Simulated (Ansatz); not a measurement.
`[F][Zn][O][SiH3]` + H₂O → `[OH][Zn][O][SiH3]` + H–F at 600 K and 1 bar (formal hydrolysis of a Zn–F bond).

Calculated with Ansatz (gas phase, PBE0-D4/def2-TZVP geometries, no zero-point term in ΔE). CCSD(T)/CBS is the MP2 limit (def2-TZVPP, def2-QZVPP) plus CCSD(T) − MP2 in def2-TZVPP, frozen cores. This one scheme is used for every species. For Zn outer-core shells are correlated without core-valence functions, which leaves a few kJ/mol of doubt a bond. Scalar relativity is left out up to krypton. Each species was taken in one conformer, which may not be the lowest.

```csv
species,CCSD(T)/CBS energy (Eh),H − E (kJ/mol),S (J/(mol·K))
`[F][Zn][O][SiH3]`,-2244.31866,132.6,421.5
H₂O,-76.37941,76.8,212.8
`[OH][Zn][O][SiH3]`,-2220.29116,167.3,453.3
H–F,-100.39570,42.3,194.0
```

H − E and S are ideal-gas, rigid-rotor, harmonic terms from PBE0-D4/def2-TZVP, for one conformer and one mirror image of each species. 1 Eh = 2625.50 kJ/mol, R = 8.31446 J/(mol·K).

Question: By hand: ΔE, ΔH, ΔS and ΔG.

Answer: ΔE = (-2220.29116) + (-100.39570) − (-2244.31866) − (-76.37941) = 0.01121 Eh = 29.4 kJ/mol. Δ(H − E) = 167.3 + 42.3 − 132.6 − 76.8 = 0.2, so ΔH = 29.6 kJ/mol. ΔS = 453.3 + 194.0 − 421.5 − 212.8 = 13.0 J/(mol·K). ΔG = 29.6 − 600 × (13.0)/1000 = 21.8 kJ/mol.

Question: By hand: the equilibrium constant, and the temperature at which ΔG would vanish if ΔH and ΔS stayed fixed.

Answer: log₁₀ K = −ΔG/(RT ln 10) = -1.9. ΔG = 0 at ΔH/ΔS = 2277 K, though so small a ΔS makes that figure unsure.

The number of gas molecules stays the same, so ΔS is small and ΔH decides. A doubt of 5 kJ/mol in ΔE shifts log₁₀ K by 0.4 here. Other conformers and mirror images would add mixing entropy, several J/(mol·K) or more a flexible species. Modes under 60 cm⁻¹, often nearly free rotors, make the harmonic entropy too high. These are equilibria of isolated gas molecules and say nothing of rates. Largest T1 diagnostic: 0.017 (customary marks: 0.02 for closed shells, 0.045 for open ones).
